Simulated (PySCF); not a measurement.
# Field gradients at the hydrogen positions

Compound: C6H9O2P.
Structure used (GFN2-xTB), in Å, numbered top down from 1:
```
atom  x, y, z in Å
C1     0.8134   -1.3370   -2.5197
C2     0.6689   -0.2416   -2.0593
C3     0.4926    1.0636   -1.4764
P4     0.6523    0.9362    0.3575
O5     2.0054    0.6892    0.8684
O6     0.1045    2.3910    0.8094
C7    -0.6107   -0.2610    0.9112
C8    -1.8681    0.1180    1.0695
C9    -0.0781   -1.6319    1.1395
H10    0.9503   -2.2876   -2.9416
H11   -0.4866    1.4746   -1.7272
H12    1.2785    1.7436   -1.8169
H13    0.6554    2.6977    1.5324
H14   -2.1768    1.1328    0.8831
H15   -2.6314   -0.5698    1.3968
H16    0.2337   -2.0631    0.1877
H17    0.8082   -1.5714    1.7696
H18   -0.8202   -2.2770    1.6044
```

Level: PBE0/pcSseg-1 (PySCF, non-relativistic); Q(2H) = 0.00286 b; rigid geometry, the same for H and D, with no vibrational averaging.

Question: Rank these positions by the coupling χzz of a deuteron there, largest first.
A. H18 (methyl hydrogen)
B. H11 (methylene hydrogen)
C. H13 (hydroxyl hydrogen)
D. H14 (vinylic hydrogen)
E. H10 (alkyne hydrogen)

Answer: C (323 kHz), E (266 kHz), D (223 kHz), A (211 kHz), B (205 kHz).

Question: What are Vzz, η and χzz (234.96 MHz × Q × Vzz) at all hydrogens?

Answer: 
```csv
atom,bonded to,bond length (Å),Vzz (au),η,χzz (kHz)
H10,C1,1.049,0.3966,0.00,266
H11,C3,1.091,0.3044,0.02,205
H12,C3,1.094,0.2995,0.02,201
H13,O6,0.959,0.4804,0.10,323
H14,C8,1.077,0.3315,0.05,223
H15,C8,1.078,0.3329,0.04,224
H16,C9,1.090,0.3045,0.04,205
H17,C9,1.089,0.3054,0.04,205
H18,C9,1.088,0.3146,0.04,211
```

Question: Average by the element that carries the hydrogen.

Answer: on C: 218 kHz over 8 positions, mean bond length 1.082 Å; on O: 323 kHz over 1 position, mean bond length 0.959 Å.

Question: How does χzz go with the bond length over the 8 C–H bonds?

Answer: A straight-line fit has a slope of -14.7 kHz for each 0.01 Å, with a correlation coefficient of -1.00, over lengths from 1.049 to 1.094 Å. The longer bonds have the smaller couplings here.

Question: Give the 2H NMR doublet splittings at H10 for a magnetic field along the z, y and x axes of the gradient: 3χ/2, 3χ(1 + η)/4, 3χ(1 − η)/4.

Answer: With |χ| = 266.5 kHz and η = 0.003: 400, 200 and 199 kHz, to first order and without motion.

Geometry: GFN2-xTB, one conformer, isolated molecule. GFN2-xTB bond lengths can be off by several hundredths of an ångström, more for odd bonds, and the gradients follow them. With a basis this small, the couplings can be 20 % off.
